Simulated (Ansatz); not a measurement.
Which method gave which barrier?

Saddle point of GeH$_{3}$Br, singlet (GeH₃Br ([GeH3][Br]) → GeH₂ + HBr (still joined by a long Ge–Br bond); bonds formed: Br2–H3; bonds broken: Ge1–H3; bonds weakened to dative contacts: Ge1–Br2), PBE0-D4/def2-TZVP structure:

```
5
angstrom
Ge -0.8783 0.4884 -0.0026
Br 1.4359 -1.2388 -0.4744
H 0.1617 -1.1317 -1.1757
H -0.8095 0.1471 1.5412
H 0.0901 1.7351 0.1115
```

Program: Ansatz 0.2.0. Basis: def2-TZVPP, with def2-QZVPP for the basis limit. Cores are frozen in the correlated methods. Filled d shells of the heavier atoms are correlated. The def2 sets are not built for correlating such inner shells, so the correlated values are less sure here. Extrapolation: Hartree–Fock as exp(−7.88 √X), correlation as X^−2.97. Four methods, as single points on the PBE0-D4 structures, gave these electronic barriers from the start structure: 209.5, 230.7, 239.0, 261.8 kJ/mol.

Problem. The methods were, in alphabetical order, CCSD(T), HF, PBE-D4, PBE0-D4. Which gave which? (A judgement: the text doesn't fix the answer.)

Solution. Computed: PBE-D4 209.5; PBE0-D4 230.7; CCSD(T) 239.0; HF 261.8 kJ/mol. For comparison, CCSD(T) at an estimated basis limit (MP2 extrapolated from triple and quadruple zeta, plus CCSD(T) − MP2 in triple zeta) gives 230.9 kJ/mol.

The T1 diagnostic stays at or below 0.011.

Losses and insertions of silylenes and their heavier kin drive the gas-phase chemistry of silicon and germanium vapour deposition.

Labels in which every atom is bracketed show which atoms are joined, not bond orders.

For scale, one of the runs: CCSD(T)/def2-TZVPP, 138 basis functions, launched by `ansatz run in.yaml --threads 2 --pin off --events-out ev --progress --plain --max-ram 4352MiB`. Hardware: 2 CPU threads of an Intel Xeon 6975P-C, shared host. Wall time 8.5 s; peak host memory 0.82 GiB.
